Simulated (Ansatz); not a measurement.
`C[Si](F)(F)[SiH3]` + H₂O → `O[Si](F)(F)[SiH3]` + CH₄  (formal hydrolysis of the Si–C bond)

Computed with Ansatz on PBE0-D4/def2-TZVP structures; ΔE is electronic, products minus reactants. CCSD(T)/CBS is the MP2 limit (def2-TZVPP, def2-QZVPP) plus CCSD(T) − MP2 in def2-TZVPP, frozen cores. This one scheme is used for every species. DFT in def2-TZVPP. One conformer a species, not always the lowest.

CCSD(T)/CBS gives -114.4 kJ/mol.

Problem. Another level gave -116.6 kJ/mol. Which?
A. PBE-D4/def2-TZVPP
B. PBE0/def2-TZVPP
C. BLYP-D4/def2-TZVPP
D. B2PLYP/def2-TZVPP

Solution. C. BLYP-D4 -116.6, PBE0 -111.6, B2PLYP -122.4, PBE-D4 -106.7 kJ/mol.

Largest T1 diagnostic among the species: 0.013.

From BLYP to BHLYP (50 % exact exchange), in def2-TZVPP and without D4, ΔE moves by −6.8 kJ/mol. In def2-TZVPP, CCSD(T) changes the Hartree–Fock value by +16.8 kJ/mol (the triples alone add +1.8 kJ/mol) and MP2 by +15.3 kJ/mol. Leaving LDA and LC-ωPBE aside and taking each functional with its dispersion term where it has one, the values, not all of them listed here, spread over 19.2 kJ/mol, from BHLYP-D4 to revPBE-D4.
